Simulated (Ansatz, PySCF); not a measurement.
H7NO2Si2, SMILES N[SiH2]O[SiH2]O. Atoms are numbered in the order given.

```xyz
12

N      1.7688     1.5914    -0.3345
Si     1.6556    -0.1207    -0.2406
O      0.1353    -0.7620    -0.5312
Si    -1.3406    -0.8476     0.2123
O     -1.9884     0.6628     0.4729
H      1.7622     2.0667    -1.2313
H      1.3670     2.1787     0.3900
H      2.0568    -0.5200     1.1386
H      2.5437    -0.6863    -1.2881
H     -1.2104    -1.4401     1.5685
H     -2.2154    -1.6623    -0.6761
H     -2.2779     1.1444    -0.3107
```
Charge 0, spin multiplicity 1.

Geometry: r2SCAN-D4/def2-SVP. This is a generated structure with no PubChem entry under its InChIKey; it may be hypothetical. The values are those of a single conformer.

Two levels are set side by side: PBE-D3(BJ)/def2-SVP (Ansatz, a first-principles code) and r2SCAN-D4/def2-SVP (Ansatz). Each level has its own optimised geometry; the coordinates shown are those of the second. Frequencies come from the Hessian of PySCF at each geometry. Differences are taken from unrounded values.

| quantity | r2SCAN-D4 |
|---|---|
| mean bond length (Å) | 1.424 |
| bond N1–Si2 (Å) | 1.718 |
| bond Si2–O3 (Å) | 1.675 |
| bond O3–Si4 (Å) | 1.655 |
| bond Si4–O5 (Å) | 1.664 |
| bond N1–H6 (Å) | 1.015 |
| bond N1–H7 (Å) | 1.015 |
| bond Si2–H8 (Å) | 1.491 |
| bond Si2–H9 (Å) | 1.485 |
| bond Si4–H10 (Å) | 1.486 |
| bond Si4–H11 (Å) | 1.489 |
| bond O5–H12 (Å) | 0.964 |
| highest harmonic wavenumber (cm⁻¹) | 3883 |
| mean harmonic wavenumber (cm⁻¹) | 1169 |
| zero-point energy (kcal/mol) | 50.14 |

**Question.** What does PBE-D3(BJ) give, and how far is it from r2SCAN-D4? (The exact figures need the calculation; the answer reports its results.)

**Answer.** 
| quantity | PBE-D3(BJ) | PBE-D3(BJ) minus r2SCAN-D4 |
|---|---|---|
| mean bond length (Å) | 1.436 | 0.013 |
| bond N1–Si2 (Å) | 1.733 | 0.015 |
| bond Si2–O3 (Å) | 1.694 | 0.019 |
| bond O3–Si4 (Å) | 1.671 | 0.017 |
| bond Si4–O5 (Å) | 1.682 | 0.018 |
| bond N1–H6 (Å) | 1.023 | 0.008 |
| bond N1–H7 (Å) | 1.024 | 0.008 |
| bond Si2–H8 (Å) | 1.502 | 0.011 |
| bond Si2–H9 (Å) | 1.496 | 0.011 |
| bond Si4–H10 (Å) | 1.497 | 0.012 |
| bond Si4–H11 (Å) | 1.501 | 0.012 |
| bond O5–H12 (Å) | 0.973 | 0.009 |
| highest harmonic wavenumber (cm⁻¹) | 3760 | -123 |
| mean harmonic wavenumber (cm⁻¹) | 1139 | -30 |
| zero-point energy (kcal/mol) | 48.83 | -1.30 |
